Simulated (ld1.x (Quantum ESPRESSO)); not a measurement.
# P (Z = 15): ultrasoft pseudisation with PBE, non-relativistic reference atom.

* Element: phosphorus (P)
* Generator: ld1.x (Quantum ESPRESSO) 7.5
* Type: ultrasoft
* Functional: PBE
* Relativity: non-relativistic
* Frozen core: [Ne]
* Valence charge: 5
* Reference configuration: 3s2 3p3
* Partial waves: 3s (bound): rcut 1.10, rcutus 1.55 bohr; 3s channel at 1.25 Ry: rcut 1.10, rcutus 1.55 bohr; 3p (bound): rcut 1.55, rcutus 1.95 bohr; 3p channel at 1.8 Ry: rcut 1.55, rcutus 1.95 bohr; 3d channel at 0.15 Ry: rc 2.05 bohr
* Local potential: the d channel
* Core correction: Bessel-smoothed model core, default radius (core density twice the valence density)
* Augmentation charge: PSQ, radius 1.15 bohr

- Cutoffs needed: 15 Ry and 21 Ry (the cutoffs (Ry, on a coarse ladder) from which the occupation-weighted sum of valence levels, in a spherical-Bessel basis at the reference potential, stays within 10 and 1 mRy of its value at 400 Ry)
- Ghost test: no extra level below or beside the all-electron valence levels (s, p, d, f tested) (spherical-Bessel basis up to 400 Ry, 20 bohr box)
- Largest excitation error: -15 meV (all-electron minus pseudo) for 3s1 3p0, out of 7 test configurations
- Lowest eigenvalue of the overlap operator: 0.32 (s channel)
- Density cutoff estimated by the generator: 189 Ry
